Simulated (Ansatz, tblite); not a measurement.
Spin states of Si2Se (the lowest singlet isomer of a short search), each relaxed with PBE-D4/def2-TZVP in Ansatz. Electronic energies in the gas phase.

The xTB rows come from tblite. Correlated methods freeze 19 core orbitals; core or outer-core shells of Se are correlated, in sets that lack core-valence functions. The structure comes from a short search, and lower isomers may exist.

Singlet geometry (C2v within 0.1 Å):

```xyz
3

Si   -0.9659   -0.3282    0.9185
Si    0.1243   -0.6174   -1.2197
Se    0.8416    0.9456    0.3012
```

Triplet geometry (C2v within 0.1 Å):

```xyz
3

Si    0.923    0.072   -0.970
Si   -1.146    0.677   -0.161
Se    0.224   -0.749    1.131
```

Quintet geometry (C2v within 0.1 Å):

```xyz
3

Si   -0.019   -0.925   -1.000
Si   -0.167    1.319   -0.295
Se    0.186   -0.394    1.295
```

⟨S²⟩: triplet 2.01 at PBE0-D4/def2-TZVP (pure 2.00), quintet 6.01 at PBE0-D4/def2-TZVP (pure 6.00).

Run but left out: HF/STO-3G (singlet: restricted singlet, unstable in another Hartree–Fock run and untested here); HF/def2-TZVP, HF/def2-TZVPP (singlet: restricted singlet, unstable towards broken spin symmetry).

Only these spin states were relaxed.

```
             level  triplet − singlet (kcal/mol)  quintet − singlet (kcal/mol)  lowest of these                            remarks
          GFN2-xTB                          22.3                          82.9          singlet                                  –
 PBE0-D4/def2-TZVP                          18.1                          77.3          singlet                                  –
 ωB97X-V/def2-TZVP                          23.1                          85.5          singlet                                  –
CCSD(T)/def2-TZVPP                          22.6                          82.7          singlet  restricted SCF unstable (singlet)
```

Estimate the rows for PBE-D4/def2-TZVP, CAM-B3LYP-D4/def2-TZVP, MP2/def2-TZVP, CCSD/def2-TZVPP.


| level | triplet − singlet (kcal/mol) | quintet − singlet (kcal/mol) | lowest of these | remarks |
| --- | --- | --- | --- | --- |
| PBE-D4/def2-TZVP | 17.3 | 78.8 | singlet | – |
| CAM-B3LYP-D4/def2-TZVP | 20.8 | 82.4 | singlet | – |
| MP2/def2-TZVP | 24.2 | 82.3 | singlet | restricted SCF unstable (singlet) |
| CCSD/def2-TZVPP | 22.8 | 81.4 | singlet | restricted SCF unstable (singlet) |

The xTB methods have no spin-polarisation term.
